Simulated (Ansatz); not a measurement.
Reaction (formal exchange of groups at a Ga–C bond): `[NH2][GaH][CH2]F` + `O[SiH2]CCl` → `[NH2][GaH][SiH2]O` + `FCCCl`

Computed with Ansatz on PBE0-D4/def2-TZVP structures; ΔE is electronic, products minus reactants. CCSD(T)/CBS is the MP2 limit (def2-TZVPP, def2-QZVPP) plus CCSD(T) − MP2 in def2-TZVPP, frozen cores. This one scheme is used for every species. For Ga outer-core shells are correlated without core-valence functions, which leaves a few kJ/mol of doubt a bond. Scalar relativity is left out up to krypton. Each species was taken in one conformer, which may not be the lowest.

`[NH2][GaH][CH2]F`:

```xyz
9

N    -1.051   -1.354    0.588
Ga    0.013   -0.486   -0.601
C     0.732    1.274   -0.017
F     1.532    1.845   -1.004
H    -1.295   -1.011    1.502
H    -1.473   -2.248    0.405
H     0.279   -1.174   -1.974
H     1.338    1.175    0.890
H    -0.075    1.979    0.211
```

`O[SiH2]CCl`:

```xyz
9

O    -0.349    0.258    1.799
Si   -0.771   -0.244    0.294
C     0.513    0.311   -0.964
Cl    2.103   -0.323   -0.432
H     0.532    0.015    2.094
H    -2.078    0.389   -0.006
H    -0.873   -1.724    0.201
H     0.601    1.397   -1.021
H     0.323   -0.079   -1.964
```

`[NH2][GaH][SiH2]O`:

Cartesian coordinates in Å:
```
N -0.031 2.109 -1.002
Ga 0.835 0.805 -0.076
Si -0.479 -1.099 0.582
O 0.493 -2.437 0.453
H -0.997 2.063 -1.279
H 0.406 2.960 -1.315
H 2.348 1.090 0.211
H -0.989 -0.956 1.981
H -1.701 -1.255 -0.267
H 0.115 -3.279 0.712
```

`FCCCl`:

```xyz
8

F     1.781   -0.367    0.037
C     0.504   -0.223    0.543
C    -0.409    0.211   -0.577
Cl   -2.057    0.399    0.058
H     0.529    0.526    1.339
H     0.184   -1.182    0.958
H    -0.437   -0.534   -1.370
H    -0.096    1.170   -0.989
```

| species | SCS-MP2/def2-TZVPP energy (Eh) |
| --- | --- |
| `[NH2][GaH][CH2]F` | -2118.84643 |
| `O[SiH2]CCl` | -864.92917 |
| `[NH2][GaH][SiH2]O` | -2345.91913 |
| `FCCCl` | -637.86046 |

(1) Work out ΔE.

Largest T1 diagnostic among the species: 0.014.

Results:

(1) ΔE = (-2345.91913) + (-637.86046) − (-2118.84643) − (-864.92917) = -0.00399 Eh = -10.5 kJ/mol. CCSD(T)/CBS gives -11.3 kJ/mol.

In def2-TZVPP, CCSD(T) changes the Hartree–Fock value by +4.3 kJ/mol (the triples alone add +0.4 kJ/mol) and MP2 by +9.4 kJ/mol.
